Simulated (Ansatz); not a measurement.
Basis-set extrapolation for H8OSi3, SMILES `[SiH3]O[SiH2][SiH3]` (PBE0-D4/def2-TZVP geometry, frozen core, Ansatz). Multiplicity 1, RHF reference.

```tsv
	def2-TZVPP	def2-QZVPP
HF	-946.469756	-946.501649
MP2 correlation	-0.613344	-0.660716
CCSD(T) correlation	-0.699487	not run
```

Energies in hartree. Use E(X) = E(∞) + A·exp(−7.88·√X) for Hartree–Fock and E(X) = E(∞) + B·X^(−2.97) for correlation, with X = 3 and 4, and add CCSD(T) minus MP2 of the smaller set to the MP2 limit.

Problem. What is the CCSD(T) energy at the basis-set limit?

Solution. HF limit: -946.501649 + (-0.031893) × 0.13774 = -946.50604. MP2 limit: -0.660716 + (-0.047372) × 0.74074 = -0.69581. Higher-order term: -0.699487 − (-0.613344) = -0.08614. Total: -947.28799 hartree, 74.5 kcal/mol below CCSD(T)/def2-TZVPP.
